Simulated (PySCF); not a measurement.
# Correlation energy of Ir⁺ (iridium, charge +1)

[Xe] 4f14 5d7 6s1, high-spin 5F determinant. All numbers are calculated (PySCF 2.14, scalar relativity through the core potential, in def2-SVP with the def2 core potential (60 electrons) (6s3p2d1f, 32 functions)). Frozen: 5s2 5p6; 8 electrons correlated.

MP2 pair energies summed by pair of shells (mhartree):

| pair | energy | share (%) |
| --- | --- | --- |
| 5d-5d | -89.11 | 76.3 |
| 5d-6s | -27.68 | 23.7 |

Total MP2 correlation energy: -116.80 mhartree.

Same-spin part -53.54 and opposite-spin part -63.26 mhartree; SCS-MP2 scales them by 1/3 and 6/5 to -93.75 mhartree.
